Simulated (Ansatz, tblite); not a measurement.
Cost and result up the ladder for ZnSe2⁻ (the lowest doublet isomer of a short search) (3 atoms). Charge -1, multiplicity 2. Geometry: r2SCAN-D4/def2-TZVPD.

```xyz
3

Zn    0.000    0.000    0.000
Se    1.711   -0.429    1.378
Se   -1.711    0.429   -1.378
```

Ansatz on 4 threads of Arm Neoverse V2 on a shared host; xTB runs through tblite on one thread. Times are rough, summed over both states, and most runs start from the orbitals of an earlier one. ωB97X-V/def2-TZVPD serves as the yardstick here, not as an exact answer. Differences are given only for rows in sets of like size (and for xTB, whose basis is part of the method), since another set adds its own error. The other state is a quartet at its own geometry.

The xTB rows come from tblite. LC-ωPBE has ω = 0.4 bohr⁻¹. Correlated methods freeze 27 core orbitals; core or outer-core shells of Se are correlated, in sets that lack core-valence functions. The rows differ in basis, and correlated rows in double-zeta sets carry the largest basis error. In CCSD on the charge -1 doublet the largest single amplitude is 0.33, so its Hartree–Fock determinant may place the open shell otherwise than the density functionals do. HOMO above LUMO, or a gap near zero within one spin, warns that the state may not be the lowest or that an electron is smeared out. The structure comes from a short search, and lower isomers may exist.

Correlated methods converge slowly with the basis, most of all in double-zeta sets.

xTB has no spin-polarisation term.

| level | functions | wall time | quartet − doublet (eV) | difference from ωB97X-V/def2-TZVPD (eV) | remarks |
| --- | --- | --- | --- | --- | --- |
| GFN1-xTB | 22 | 0.004 s | 2.51 | 0.28 | – |
| GFN2-xTB | 22 | 0.004 s | 2.69 | 0.46 | – |
| HF/def2-TZVPD | 165 | 17 s | 1.65 | -0.58 | – |
| PBE-D4/def2-TZVPD | 165 | 17 s | 2.03 | -0.20 | HOMO above zero (quartet), gap within one spin near zero (doublet) |
| PBE0-D4/def2-TZVPD | 165 | 34 s | 2.07 | -0.16 | – |
| LC-ωPBE/def2-TZVPD | 165 | 66 s | 2.20 | -0.03 | – |
| CCSD(T)/def2-SVPD | 116 | 78 s | 1.95 | – | – |
| ωB97X-V/def2-TZVPD | 165 | 2.4 min | 2.23 | 0.00 | – |
